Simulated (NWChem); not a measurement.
System: C3H3NS; SMILES c1cscn1

NWChem input:

```
start job
memory heap 200 mb stack 900 mb global 1100 mb
geometry units angstroms noautosym nocenter noautoz
  C     -0.681712    -1.242716     0.000000
  C     -1.213640     0.018748     0.000000
  S      0.053201     1.176186     0.000000
  C      1.197701    -0.121656     0.000000
  N      0.680765    -1.310665     0.000000
  H     -1.270149    -2.162221     0.000000
  H     -2.260863     0.316295     0.000000
  H      2.270808     0.084429     0.000000
end
basis spherical
  C library 6-31g*
  S library 6-31g*
  N library 6-31g*
  H library 6-31g*
end
dft
  xc b3lyp
  iterations 150
end
property
  shielding
  efieldgrad
end
task dft property
```

Excerpt of the output:

```
             Northwest Computational Chemistry Package (NWChem) 7.3.0
             --------------------------------------------------------

                             Geometry "geometry" -> ""
                             -------------------------

 Output coordinates in angstroms (scale by  1.889725989 to convert to a.u.)

  No.       Tag          Charge          X              Y              Z
 ---- ---------------- ---------- -------------- -------------- --------------
    1 C                    6.0000    -0.68171200    -1.24271600     0.00000000
    2 C                    6.0000    -1.21364000     0.01874800     0.00000000
    3 S                   16.0000     0.05320100     1.17618600     0.00000000
    4 C                    6.0000     1.19770100    -0.12165600     0.00000000
    5 N                    7.0000     0.68076500    -1.31066500     0.00000000
    6 H                    1.0000    -1.27014900    -2.16222100     0.00000000
    7 H                    1.0000    -2.26086300     0.31629500     0.00000000
    8 H                    1.0000     2.27080800     0.08442900     0.00000000

 Effective nuclear repulsion energy (a.u.)     205.3692258240

                              NWChem Property Module
                              ----------------------

  itol2e modified to match energy
  convergence criterion.

                                 NWChem DFT Module
                                 -----------------

 Summary of "ao basis" -> "ao basis" (spherical)
 ------------------------------------------------------------------------------
       Tag                 Description            Shells   Functions and Types
 ---------------- ------------------------------  ------  ---------------------
 C                           6-31g*                  6       14   3s2p1d
 S                           6-31g*                  8       18   4s3p1d
 N                           6-31g*                  6       14   3s2p1d
 H                           6-31g*                  2        2   2s

  itol2e modified to match energy
  convergence criterion.

            General Information
            -------------------
          SCF calculation type: DFT
          Wavefunction type:  closed shell.
          No. of atoms     :     8
          No. of electrons :    44
           Alpha electrons :    22
            Beta electrons :    22
          Charge           :     0
          Spin multiplicity:     1
          Use of symmetry is: off; symmetry adaption is: off
          Maximum number of iterations: 150
          AO basis - number of functions:    80
                     number of shells:    38
          Convergence on energy requested:  1.00D-07
          Convergence on density requested:  1.00D-05
          Convergence on gradient requested:  5.00D-04

              XC Information
              --------------
                         B3LYP Method XC Potential
                     Hartree-Fock (Exact) Exchange  0.200
                        Slater Exchange Functional  0.800 local
                    Becke 1988 Exchange Functional  0.720 non-local
              Lee-Yang-Parr Correlation Functional  0.810
                  VWN I RPA Correlation Functional  0.190 local

             Grid Information
             ----------------
          Grid used for XC integration:  fine
          Radial quadrature: Mura-Knowles
          Angular quadrature: Lebedev.
          Tag              B.-S. Rad. Rad. Pts. Rad. Cut. Ang. Pts.
          ---              ---------- --------- --------- ---------
          C                   0.70       70          10.0       590
          S                   1.00      123          10.0       770
          N                   0.65       70          10.0       590
          H                   0.35       60          11.0       590
          Grid pruning is: on
          Number of quadrature shells:   583
          Spatial weights used:  Erf1

      Superposition of Atomic Density Guess
      -------------------------------------

 Sum of atomic energies:        -566.22487926

      Non-variational initial energy
      ------------------------------

 Total energy =    -569.176104
 1-e energy   =   -1184.488881
 2-e energy   =     409.943552
 HOMO         =      -0.243809
 LUMO         =       0.012637

   convergence    iter        energy       DeltaE   RMS-Dens  Diis-err
 ---------------- ----- ----------------- --------- --------- ---------
 d= 0,ls=0.0,diis     1   -568.9658084062 -7.74D+02  1.37D-02  5.86D-01
 d= 0,ls=0.0,diis     2   -568.9292754637  3.65D-02  9.80D-03  9.30D-01
 d= 0,ls=0.0,diis     3   -569.0265087911 -9.72D-02  3.47D-03  1.12D-01
 d= 0,ls=0.0,diis     4   -569.0379007582 -1.14D-02  1.53D-03  1.44D-02
 d= 0,ls=0.0,diis     5   -569.0397916397 -1.89D-03  4.70D-04  1.01D-03
  Resetting Diis
 d= 0,ls=0.0,diis     6   -569.0399274235 -1.36D-04  1.48D-04  1.71D-04
 d= 0,ls=0.0,diis     7   -569.0399496601 -2.22D-05  1.15D-04  1.89D-05
 d= 0,ls=0.0,diis     8   -569.0399429030  6.76D-06  7.59D-05  6.64D-05
 d= 0,ls=0.0,diis     9   -569.0399523032 -9.40D-06  8.97D-06  5.77D-07
 d= 0,ls=0.0,diis    10   -569.0399523855 -8.24D-08  1.94D-06  1.95D-08

         Total DFT energy =     -569.039952385530
      One electron energy =    -1187.250215256305
           Coulomb energy =      462.873996213129
    Exchange-Corr. energy =      -50.032959166345
 Nuclear repulsion energy =      205.369225823991

 Numeric. integr. density =       44.000001242394

                       DFT Final Molecular Orbital Analysis
                       ------------------------------------

 Vector   20  Occ=2.000000D+00  E=-2.883004D-01
              MO Center=  9.7D-02,  1.8D-01, -9.4D-10, r^2= 2.7D+00
   Bfn.  Coefficient  Atom+Function         Bfn.  Coefficient  Atom+Function
  ----- ------------  ---------------      ----- ------------  ---------------
    37      0.534786  3 S  pz                65     -0.350466  5 N  pz
    41      0.284926  3 S  pz                69     -0.240391  5 N  pz
    33     -0.201296  3 S  pz                19      0.179740  2 C  pz
    23      0.140280  2 C  pz                 5     -0.114147  1 C  pz
    51     -0.113392  4 C  pz                 9     -0.093875  1 C  pz

 Vector   21  Occ=2.000000D+00  E=-2.753255D-01
              MO Center=  6.1D-01, -9.9D-01,  1.2D-09, r^2= 2.3D+00
   Bfn.  Coefficient  Atom+Function         Bfn.  Coefficient  Atom+Function
  ----- ------------  ---------------      ----- ------------  ---------------
    64      0.430462  5 N  py                68      0.292584  5 N  py
    66     -0.283866  5 N  s                 63     -0.274180  5 N  px
    36      0.262400  3 S  py                67     -0.197180  5 N  px
    35     -0.173453  3 S  px                20     -0.158546  2 C  s
    62     -0.155566  5 N  s                 40      0.148083  3 S  py

 Vector   22  Occ=2.000000D+00  E=-2.514310D-01
              MO Center= -2.5D-01, -3.0D-01,  3.2D-11, r^2= 2.5D+00
   Bfn.  Coefficient  Atom+Function         Bfn.  Coefficient  Atom+Function
  ----- ------------  ---------------      ----- ------------  ---------------
    19      0.342386  2 C  pz                 5      0.336996  1 C  pz
    51     -0.314948  4 C  pz                23      0.271965  2 C  pz
    55     -0.245187  4 C  pz                37     -0.231005  3 S  pz
     9      0.227872  1 C  pz                41     -0.137669  3 S  pz
    33      0.086027  3 S  pz                65     -0.071557  5 N  pz

 Vector   23  Occ=0.000000D+00  E=-2.558093D-02
              MO Center=  1.4D-01,  3.9D-03,  8.5D-11, r^2= 3.0D+00
   Bfn.  Coefficient  Atom+Function         Bfn.  Coefficient  Atom+Function
  ----- ------------  ---------------      ----- ------------  ---------------
    55      0.487421  4 C  pz                23      0.436637  2 C  pz
    51      0.395836  4 C  pz                41     -0.381182  3 S  pz
    37     -0.357427  3 S  pz                19      0.334080  2 C  pz
    69     -0.261428  5 N  pz                65     -0.231142  5 N  pz
     9     -0.222286  1 C  pz                 5     -0.178373  1 C  pz

 Vector   24  Occ=0.000000D+00  E= 2.089269D-02
              MO Center=  7.2D-02,  1.0D+00, -3.5D-11, r^2= 3.1D+00
   Bfn.  Coefficient  Atom+Function         Bfn.  Coefficient  Atom+Function
  ----- ------------  ---------------      ----- ------------  ---------------
    39      1.078854  3 S  px                52     -0.916232  4 C  s
    20      0.855577  2 C  s                 35      0.407121  3 S  px
    22      0.346887  2 C  py                54     -0.286465  4 C  py
    21      0.233206  2 C  px                80      0.228231  8 H  s
    50     -0.223800  4 C  py                18      0.217377  2 C  py

[...]

          -----------------------------------------
          Chemical Shielding Tensors (GIAO, in ppm)
          -----------------------------------------

                                NWChem CPHF Module
                                ------------------

  scftype          =     RHF
  nclosed          =       22
  nopen            =        0
  variables        =     1276
  # of vectors     =        3
  tolerance        = 0.10D-03
  level shift      = 0.00D+00
  max iterations   =       50
  max subspace     =       30

 SCF residual:    8.6483037331337842E-005

Iterative solution of linear equations
  No. of variables     1276
  No. of equations        3
  Maximum subspace       30
        Iterations       50
       Convergence  1.0D-04

   iter   nsub   residual    time
   ----  ------  --------  ---------
     1      3    5.50D-01      34.9
     2      6    3.28D-02      38.3
     3      9    1.99D-03      41.6
     4     12    9.58D-05      44.8

      Atom:    1  C
        Diamagnetic
    263.5779     -2.6115     -0.0000
     -2.6115    263.5773      0.0000
     -0.0000      0.0000    235.7033

        Paramagnetic
   -259.8716    -26.7834     -0.0000
    -26.7834   -221.1371     -0.0000
     -0.0000     -0.0000   -111.3391

        Total Shielding Tensor
      3.7064    -29.3949     -0.0000
    -29.3949     42.4402     -0.0000
     -0.0000     -0.0000    124.3642

           isotropic =      56.8369
          anisotropy =     101.2909

          Principal Components and Axis System
                 1           2           3
              124.3642     58.2746    -12.1281

      1        -0.0000     -0.4742      0.8804
      2        -0.0000      0.8804      0.4742
      3         1.0000     -0.0000      0.0000

      Atom:    2  C
        Diamagnetic
    268.9885      3.3778      0.0000
      3.3778    267.8102      0.0000
      0.0000      0.0000    243.7225

        Paramagnetic
   -272.7158      3.7156     -0.0000
      3.7156   -192.1349      0.0000
     -0.0000      0.0000    -93.1474

        Total Shielding Tensor
     -3.7273      7.0933     -0.0000
      7.0933     75.6753      0.0000
     -0.0000      0.0000    150.5751

           isotropic =      74.1744
          anisotropy =     114.6011

          Principal Components and Axis System
                 1           2           3
              150.5751     76.3040     -4.3560

      1        -0.0000      0.0883      0.9961
      2         0.0000      0.9961     -0.0883
      3         1.0000     -0.0000      0.0000

      Atom:    3  S
        Diamagnetic
   1059.8130      0.1493     -0.0000
      0.1493   1060.5176      0.0000
     -0.0000      0.0000   1050.2644

        Paramagnetic
   -755.9925    -98.8051      0.0000
    -98.8051   -948.1799      0.0000
      0.0000      0.0000   -625.9283

        Total Shielding Tensor
    303.8205    -98.6558      0.0000
    -98.6558    112.3377      0.0000
      0.0000      0.0000    424.3361

           isotropic =     280.1647
          anisotropy =     216.2570

          Principal Components and Axis System
                 1           2           3
              424.3361    345.5541     70.6041

      1         0.0000      0.9210      0.3896
      2        -0.0000     -0.3896      0.9210
      3         1.0000     -0.0000     -0.0000

      Atom:    4  C
        Diamagnetic
    265.0131     -2.0695      0.0000
     -2.0695    269.4825     -0.0000
      0.0000     -0.0000    242.1962

        Paramagnetic
   -294.1327     -5.0304      0.0000
     -5.0304   -220.2862      0.0000
      0.0000      0.0000   -124.5442

        Total Shielding Tensor
    -29.1196     -7.0999      0.0000
     -7.0999     49.1964     -0.0000
      0.0000     -0.0000    117.6519

           isotropic =      45.9096
          anisotropy =     107.6135

          Principal Components and Axis System
                 1           2           3
              117.6519     49.8348    -29.7580

      1         0.0000     -0.0896      0.9960
      2        -0.0000      0.9960      0.0896
      3         1.0000      0.0000     -0.0000

      Atom:    5  N
        Diamagnetic
    336.2528     14.0014     -0.0000
     14.0014    326.6110      0.0000
     -0.0000      0.0000    310.5878

        Paramagnetic
   -621.0828   -119.7038      0.0000
   -119.7038   -463.1233     -0.0000
      0.0000     -0.0000    -65.5114

        Total Shielding Tensor
   -284.8299   -105.7024      0.0000
   -105.7024   -136.5122     -0.0000
      0.0000     -0.0000    245.0764

           isotropic =     -58.7552
          anisotropy =    -421.5570

          Principal Components and Axis System
                 1           2           3
             -339.7932    245.0764    -81.5489

      1         0.8872      0.0000     -0.4613
      2         0.4613     -0.0000      0.8872
      3        -0.0000      1.0000      0.0000

      Atom:    6  H
        Diamagnetic
     30.5298      8.4555     -0.0000
      8.4555     37.9908      0.0000
     -0.0000      0.0000     21.7579

        Paramagnetic
     -6.6022     -9.4893     -0.0000
     -9.4893     -9.9986     -0.0000
     -0.0000     -0.0000     -0.6892

        Total Shielding Tensor
     23.9276     -1.0338     -0.0000
     -1.0338     27.9922      0.0000
     -0.0000      0.0000     21.0687

           isotropic =      24.3295
          anisotropy =       5.8658

          Principal Components and Axis System
                 1           2           3
               28.2401     23.6798     21.0687

      1        -0.2331      0.9724      0.0000
      2         0.9724      0.2331      0.0000
      3         0.0000     -0.0000      1.0000

      Atom:    7  H
        Diamagnetic
     43.1972     -3.7806      0.0000
     -3.7806     25.9739      0.0000
      0.0000      0.0000     21.2541

        Paramagnetic
    -15.8528      4.6289     -0.0000
      4.6289      0.0735      0.0000
     -0.0000      0.0000      1.2327

        Total Shielding Tensor
     27.3444      0.8483     -0.0000
      0.8483     26.0474      0.0000
     -0.0000      0.0000     22.4869

           isotropic =      25.2929
          anisotropy =       3.7061

          Principal Components and Axis System
                 1           2           3
               27.7636     25.6281     22.4869

      1         0.8965     -0.4431      0.0000
      2         0.4431      0.8965     -0.0000
      3        -0.0000      0.0000      1.0000

      Atom:    8  H
        Diamagnetic
     43.4879      2.6604      0.0000
      2.6604     25.4025     -0.0000
      0.0000     -0.0000     21.3216

        Paramagnetic
    -16.7610     -4.7756      0.0000
     -4.7756     -1.0585     -0.0000
      0.0000     -0.0000     -0.5897

        Total Shielding Tensor
     26.7269     -2.1153      0.0000
     -2.1153     24.3441     -0.0000
      0.0000     -0.0000     20.7319

           isotropic =      23.9343
          anisotropy =       6.0434

          Principal Components and Axis System
                 1           2           3
               27.9632     23.1078     20.7319

      1         0.8634      0.5046     -0.0000
      2        -0.5046      0.8634      0.0000
      3         0.0000     -0.0000      1.0000
```

Level: B3LYP/6-31G* (spherical d), GIAO. Coordinates come from a PBE0/def2-SVP optimisation. NWChem prints the field gradient with the sign opposite to the second derivative of the potential. The printed shielding anisotropy is the first printed principal value minus the mean of the other two.
